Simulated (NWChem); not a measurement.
Molecule: BeF$_{2}$; SMILES [F][Be][F]

```xyz
3

Be     0.0000     0.0000     0.0000
F      0.0000     0.0000     1.3870
F      0.0000     0.0000    -1.3870
```
Atoms are numbered in this order, from 1.

Results from NWChem. Pople sets run with spherical d functions. All runs use the structure optimised with PBE0/def2-SVP. GIAO values for the isolated, static molecule; σ is the absolute isotropic shielding.

```json
[
 {"level": "PBE0/6-31G*", "basis functions": "42", "σ Be1 (ppm)": "113.4", "σ F2 (ppm)": "373.2", "relative time": "1"},
 {"level": "PBE0/6-311G**", "basis functions": "54", "σ Be1 (ppm)": "109.1", "σ F2 (ppm)": "365.6", "relative time": "2"},
 {"level": "PBE0/def2-SVP", "basis functions": "37", "σ Be1 (ppm)": "115.9", "σ F2 (ppm)": "361.6", "relative time": "1"},
 {"level": "PBE0/def2-TZVP", "basis functions": "81", "σ Be1 (ppm)": "110.1", "σ F2 (ppm)": "375.0", "relative time": "5"},
 {"level": "PBE0/pcSseg-2", "basis functions": "93", "σ Be1 (ppm)": "105.8", "σ F2 (ppm)": "382.1", "relative time": "6"}
]
```

The last column is a rough cost ratio, cheapest run = 1.
